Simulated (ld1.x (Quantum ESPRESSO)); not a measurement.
An all-electron radial function and its pseudo partner (Re (Z = 75))

Columns: radius, all-electron u(r) and pseudo u(r) of the 6s shell (level -29.34 eV) of rhenium in the configuration [Kr] 4d10 4f14 5s2 5p6 5d4 6s0 6p0; PBEsol, scalar-relativistic, TM semilocal scheme, ld1.x (Quantum ESPRESSO) 7.5.

```csv
r (bohr),all-electron,pseudo
0.115,0.1258,-0.0312
0.230,-0.0316,-0.0618
0.345,-0.2499,-0.0912
0.460,-0.1013,-0.1190
0.575,0.1538,-0.1449
0.690,0.3344,-0.1691
0.805,0.3954,-0.1926
0.920,0.3542,-0.2167
1.035,0.2450,-0.2436
1.150,0.0996,-0.2759
1.265,-0.0576,-0.3162
1.380,-0.2103,-0.3666
1.495,-0.3483,-0.4280
1.610,-0.4666,-0.4983
1.725,-0.5631,-0.5714
1.840,-0.6375,-0.6385
1.955,-0.6913,-0.6913
2.070,-0.7263,-0.7263
2.185,-0.7450,-0.7450
2.300,-0.7498,-0.7498
2.415,-0.7430,-0.7430
2.530,-0.7268,-0.7268
2.645,-0.7034,-0.7034
2.760,-0.6745,-0.6745
2.875,-0.6417,-0.6417
2.990,-0.6063,-0.6063
```

How many radial nodes do the two functions have?

The all-electron 6s function has n − l − 1 = 5 (the table is too coarse to show those close to the nucleus); the pseudo-wave has 0, since the states of the same l below it are removed with the core.

At about which radius was the pseudo-wave matched?

2.05 bohr, where the columns begin to agree (steps of 0.12 bohr).

Is the pseudo-wave norm-conserving?

Yes: the TM semilocal scheme keeps the norm inside the radius equal to the all-electron one, which fixes the energy derivative of the logarithmic derivative at the level.
